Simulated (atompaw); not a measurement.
## What one change does to a pseudopotential (silicon (Si), PAW (atompaw))

```
Element                 : silicon
Generator               : atompaw 4.2.0.5
Type                    : PAW
Functional              : PBE
Relativity              : scalar-relativistic
Frozen core             : [Ne]
Valence charge          : 4
Reference configuration : 3s1.75 3p2.25
Partial waves           : 3s (bound); 3s channel at 2.45 Ry; 3p (bound); 3p channel at 4.25 Ry
Local potential         : troulliermartins scheme with l = 2 at -0.5 Ry, radius 1.65 bohr
Core correction         : smooth core density matched at 1.95 bohr
Augmentation charge     : sinc compensation charge, radius 1.70 bohr; PAW radius 2.00 bohr; waves and projectors: bloechl
```

All-electron outer shells of the reference configuration (PBE, scalar-relativistic, ld1.x):

```
shell  level (eV)  outermost node (bohr)  outermost maximum (bohr)
   2s     -139.93                   0.15                      0.45
   2p      -95.98                      –                      0.39
   3s      -11.01                   0.72                      1.77
   3p       -4.23                   0.72                      2.14
```

Change: all radii scaled by about 0.74 (s 0.52, p 1.48 bohr); local potential troulliermartins scheme with l = 2 at -0.5 Ry, radius 1.22 bohr; augmentation sinc compensation charge, radius 1.26 bohr; PAW radius 1.48 bohr; waves and projectors: bloechl; core correction smooth core density matched at 1.46 bohr.

Cutoffs: the cutoffs (Ry, on a coarse ladder) from which the occupation-weighted sum of valence levels, in a spherical-Bessel basis at the reference potential, stays within 10 and 1 mRy of its value at 400 Ry; they do not see the model core or the augmentation charge, which bear on the density cutoff.

What does the change do?

The potential gets neither clearly harder nor softer (21 Ry and 45 Ry → 18 Ry and 80 Ry); a bound ghost appears in p, s, which as a rule spoils a file.

| quantity | base | changed |
| --- | --- | --- |
| cutoff, loose | 21 Ry | 18 Ry |
| cutoff, tight | 45 Ry | 80 Ry |
| loose cutoff by channel (10 mRy a level) | s 10 Ry, p 10 Ry | s 12 Ry, p 6 Ry |
| bound ghosts | none | s, p |
| lowest overlap eigenvalue by channel | s 0.36, p 0.61 | s 0.02, p 0.13 |

Base: The 3s radius (0.70 bohr) lies inside the outermost node of the all-electron wave (0.72 bohr), which a nodeless pseudo-wave cannot match soundly. Changed file: The 3s radius (0.52 bohr) lies inside the outermost node of the all-electron wave (0.72 bohr), which a nodeless pseudo-wave cannot match soundly. A true bound ghost makes a file unfit for plane-wave use even where its test errors are small: the radial tests pick states by their node count and pass the ghost by. The cutoffs see the waves, projectors and local potential, not the compensation charge or the core.
